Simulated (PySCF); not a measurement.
Method: PySCF with PBE-D3(BJ)/def2-TZVP // PBE-D3(BJ)/def2-SVP. Gas-phase values, no solvent. Delta-SCF ions had no search for a lower state. Excitations are Tamm–Dancoff values on a coarser integration grid. The basis has no diffuse functions, so Rydberg states are missing or too high.

Reference species (SMILES): `c1c2cocc2ccc1` (neutral, multiplicity 1).

- adiabatic ionisation energy (no zero-point term) = 7.42 eV
- vertical ionisation energy (Delta-SCF) = 7.46 eV
- HOMO = -4.89 eV
- S1–T1 gap (TDA) = 1.47 eV

Changed species: `C[Si]1(C)C=c2ccccc2=C1` (E = [Si](C)(C); the reference has E = O).

What does the change do to the adiabatic ionisation energy (no zero-point term), vertical ionisation energy (Delta-SCF), HOMO and S1–T1 gap (TDA)?

the adiabatic ionisation energy (no zero-point term) falls by 0.52 eV, to 6.90 eV; the vertical ionisation energy (Delta-SCF) falls by 0.45 eV, to 7.01 eV; the HOMO goes up by 0.21 eV, to -4.68 eV; the S1–T1 gap (TDA) rises by 0.02 eV, to 1.49 eV.
